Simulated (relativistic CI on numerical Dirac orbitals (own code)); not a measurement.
Computed by Dirac-Coulomb-Breit CI, orbitals from a KLI potential per configuration, model QED (radiative potential, 1s self-energy scaled to tabulated hydrogen-like ionisation energies), unscaled Slater integrals (own radial code, finite nucleus).

The strongest absorption lines from the ground level of an ion, among the configurations computed and to levels below about 607 eV (vacuum wavelength in Å, gf): 40.261 (0.13), 43.094 (1.1), 43.213 (2.7), 43.470 (3.1), 55.145 (1), 55.692 (0.27), 59.375 (0.83), 65.691 (0.52).

Task: Which ion is it?
A. Os⁴⁵⁺
B. Os⁴³⁺
C. Er³⁵⁺
D. Hf³⁹⁺

Result: B. Os⁴³⁺ has 33 electrons and the ground level 4s²4p³ ²P°3/2; the strongest line goes to 4s²4p²4d ²D5/2. The pattern of lines fixes the number of electrons, and along that sequence the line energies rise steadily with the charge (about as its square where n changes within one kind of shell, about linearly where n is kept but much faster in heavy ions where fine structure, which grows about as Z⁴, sets the gap, and irregularly where shells cross), which fixes Z. Configurations outside the model, such as inner-shell arrays, can give stronger lines. At this charge energies of transitions that change n are usually good to better than 1 %, and those within a shell (Δn = 0) to a few per cent.

LS names give the leading component of a level, which can be under half, so a name can repeat, a term be missing and a line seem to break the LS rules.
